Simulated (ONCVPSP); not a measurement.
## Scattering properties, ONCV potential for Cu

Cu, optimised norm-conserving Vanderbilt (ONCV), made with ONCVPSP 4.0.1 (PBE, scalar-relativistic). Core [Ne], reference 3s2 3p6 3d10 (charge +1). Waves: 3s: rc 0.65 bohr, ncon 4, nbas 7, qcut 10.7 1/bohr, 3 projectors, debl 0.6 Ha; 3p: rc 1.00 bohr, ncon 4, nbas 7, qcut 14.3 1/bohr, 1 projector; 3d: rc 1.05 bohr, ncon 4, nbas 8, qcut 15.4 1/bohr, 1 projector. Local part: polynomial inside 0.60 bohr (lpopt 1, dvloc0 3 Ha). Core correction: none.

In the s channel the program set the typed energies aside and used -4.532, 0.250, 0.850 Ha.

The phase is arctan(r·R′/R) of the radial function R(r), unwrapped; energies in Ha, scanned from -6 to 5 Ha. A pole is an energy at which the radial function vanishes at the test radius. The pseudo phase is shifted by a multiple of π to meet the all-electron one at the reference energy, and phase errors are pseudo minus all-electron; the curves can meet again beyond the range given. Levels narrower than the energy grid can be missing from the lists of poles.

```json
{"channel": "s", "radius (bohr)": "0.66", "reference energy (Ha)": "-4.53", "poles, all-electron": "none", "poles, pseudo": "none", "unbroken range about the reference energy with phases within 0.05 rad": "the whole range", "phase error 1 Ha above the reference energy (rad)": "+0.000"}
{"channel": "p", "radius (bohr)": "1.01", "reference energy (Ha)": "-2.97", "poles, all-electron": "-0.80", "poles, pseudo": "-0.82", "unbroken range about the reference energy with phases within 0.05 rad": "below 3.8", "phase error 1 Ha above the reference energy (rad)": "-0.001"}
{"channel": "d", "radius (bohr)": "1.06", "reference energy (Ha)": "-0.50", "poles, all-electron": "1.29", "poles, pseudo": "1.33", "unbroken range about the reference energy with phases within 0.05 rad": "below 3.9", "phase error 1 Ha above the reference energy (rad)": "+0.003"}
```

Note: ghosts flagged at negative energy: s at -957.0 eV; GHOST(+) flags only above 600 eV. A true bound ghost makes a file unfit for plane-wave use.

Phases in the d channel:

```csv
E (Ha),all-electron,pseudo
-5.96,1.172,1.174
-5.40,1.138,1.140
-4.84,1.095,1.097
-4.28,1.037,1.040
-3.72,0.957,0.961
-3.16,0.836,0.841
-2.60,0.639,0.646
-2.04,0.297,0.305
-1.48,-0.245,-0.240
-0.92,-0.791,-0.790
-0.36,-1.141,-1.141
0.20,-1.347,-1.345
0.76,-1.479,-1.476
1.32,-1.576,-1.569
1.88,-1.655,-1.644
2.44,-1.726,-1.710
3.00,-1.798,-1.774
3.56,-1.878,-1.840
4.12,-1.974,-1.915
4.68,-2.102,-2.006
```
